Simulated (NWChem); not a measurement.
System meant: AlSiH5O; SMILES [AlH2][O][SiH3]

Input file for NWChem:

```
start job
memory heap 200 mb stack 900 mb global 1100 mb
geometry units angstroms noautoz
  Al     0.001776    -1.801665     0.001043
  H     -1.395364    -2.546326     0.000193
  H      1.396357    -2.551087     0.000347
  O      0.005941    -0.097879     0.002623
  Si     0.000232     1.544413     0.000575
  H      0.381175     2.064415     1.342619
  H     -1.350365     2.071984    -0.338679
  H      0.968345     2.070479    -1.000933
end
basis spherical
  Al library def2-svp
  H library def2-svp
  O library def2-svp
  Si library def2-svp
end
dft
  xc b3lyp
  iterations 4
  mulliken
end
task dft energy
```

End of the output:

```
    Atom       Charge   Shell Charges
 -----------   ------   -------------------------------------------------------
    1 Al  13    12.51   2.00  1.94  0.59  0.30  5.81  0.91  0.61  0.34
    2 H    1     1.15   0.64  0.50  0.01
    3 H    1     1.15   0.64  0.50  0.01
    4 O    8     8.34   1.97  0.89  0.60  2.76  2.12  0.00
    5 Si  14    13.50   2.00  1.93  0.64  0.33  5.82  1.25  1.08  0.45
    6 H    1     1.12   0.66  0.43  0.02
    7 H    1     1.12   0.66  0.43  0.02
    8 H    1     1.12   0.66  0.43  0.02

 center of mass
 --------------
 x =   0.00018400 y =  -0.07589353 z =   0.00004070

 moments of inertia (a.u.)
 ------------------
         653.481586710268          -0.000000000000          -0.000000000000
          -0.000000000000          34.992679407205           0.000000000000
          -0.000000000000           0.000000000000         667.461570015181

     Multipole analysis of the density
     ---------------------------------

     L   x y z        total         alpha         beta         nuclear
     -   - - -        -----         -----         ----         -------
     0   0 0 0     -0.000000    -20.000000    -20.000000     40.000000

     1   1 0 0     -0.003075     -0.001538     -0.001538     -0.000000
     1   0 1 0     -0.120780     -0.060390     -0.060390     -0.000000
     1   0 0 1     -0.001169     -0.000584     -0.000584      0.000000

     2   2 0 0    -28.050030    -26.172852    -26.172852     24.295674
     2   1 1 0      0.005572      0.011495      0.011495     -0.017418
     2   1 0 1     -0.000102      0.000048      0.000048     -0.000198
     2   0 2 0    -26.651127   -194.462357   -194.462357    362.273586
     2   0 1 1     -0.002645      0.000813      0.000813     -0.004272
     2   0 0 2    -23.356405    -16.890553    -16.890553     10.424702

 ------------------------------------------------------------------------
 dft energy failed                                                                                  0
 ------------------------------------------------------------------------
 ------------------------------------------------------------------------
  current input line :
    24: task dft energy
 ------------------------------------------------------------------------
 ------------------------------------------------------------------------
 This type of error is most commonly associated with calculations not reaching convergence criteria
 ------------------------------------------------------------------------
 For more information see the NWChem manual at https://nwchemgit.github.io

0:dft energy failed:Received an Error in Communication
```

Task: What is wrong, and how is it mended?

Result: Convergence was not reached. Cause: the SCF was allowed too few iterations. This input runs:
```
start job
memory heap 200 mb stack 900 mb global 1100 mb
geometry units angstroms noautoz
  Al     0.001776    -1.801665     0.001043
  H     -1.395364    -2.546326     0.000193
  H      1.396357    -2.551087     0.000347
  O      0.005941    -0.097879     0.002623
  Si     0.000232     1.544413     0.000575
  H      0.381175     2.064415     1.342619
  H     -1.350365     2.071984    -0.338679
  H      0.968345     2.070479    -1.000933
end
basis spherical
  Al library def2-svp
  H library def2-svp
  O library def2-svp
  Si library def2-svp
end
dft
  xc b3lyp
  iterations 150
  mulliken
end
task dft energy
```
It converges to -610.04069 Ha (B3LYP/def2-SVP).
